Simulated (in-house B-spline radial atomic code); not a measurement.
Whole-atom quantities along the 14-electron series, configuration [Ne] 3s2 3p2. Computed with a B-spline radial code for spherical atoms: non-relativistic Hartree-Fock, average of the configuration, point nuclei.

```
  ion   Z  E/Z² (Eh)  Σ<r²> (bohr²)  n(0)/Z³ (bohr⁻³)  Lamb diamagnetic shielding (ppm)  repulsion over attraction
   Si  14    -1.4736         32.776           0.64346                            873.98                    0.16197
   P+  15    -1.5126         21.034           0.64822                            953.85                    0.15558
  S2+  16    -1.5481         15.174            0.6526                           1033.36                    0.14907
 Cl3+  17    -1.5805         11.639           0.65661                           1112.68                    0.14276
 Ar4+  18    -1.6101         9.2855            0.6603                           1191.89                    0.13677
  K5+  19    -1.6372         7.6167           0.66368                           1271.02                    0.13113
 Ca6+  20    -1.6622         6.3802           0.66681                            1350.1                    0.12585
 Sc7+  21    -1.6852         5.4334            0.6697                           1429.14                    0.12092
 Ti8+  22    -1.7064         4.6896           0.67237                           1508.15                    0.11631
  V9+  23          ?              ?                 ?                                 ?                          ?
Cr10+  24    -1.7443         3.6064           0.67717                           1666.12                    0.10799
Mn11+  25          ?              ?                 ?                                 ?                          ?
Fe12+  26    -1.7772          2.866           0.68134                           1824.04                     0.1007
Co13+  27          ?              ?                 ?                                 ?                          ?
Ni14+  28    -1.8058         2.3355             0.685                           1981.92                   0.094291
Cu15+  29    -1.8188         2.1247           0.68667                           2060.85                   0.091371
```

(1) Fill in the row of V9+.

(2) Fill in the row of Mn11+.

(3) Fill in the row of Co13+.

(4) With what power of Z does the column «Σ<r²> (bohr²)» change over this range?

## Answers

(1) E/Z² (Eh): -1.7261; Σ<r²> (bohr²): 4.0931; n(0)/Z³ (bohr⁻³): 0.67485; Lamb diamagnetic shielding (ppm): 1587.15; repulsion over attraction: 0.11201.

(2) E/Z² (Eh): -1.7613; Σ<r²> (bohr²): 3.2036; n(0)/Z³ (bohr⁻³): 0.67932; Lamb diamagnetic shielding (ppm): 1745.09; repulsion over attraction: 0.10423.

(3) E/Z² (Eh): -1.792; Σ<r²> (bohr²): 2.58; n(0)/Z³ (bohr⁻³): 0.68323; Lamb diamagnetic shielding (ppm): 1902.98; repulsion over attraction: 0.097396.

(4) A fit of the logarithm of its size against log Z from Z = 14 to 29 has slope -3.56. Unscreened non-relativistic hydrogenic orbitals would give -2.
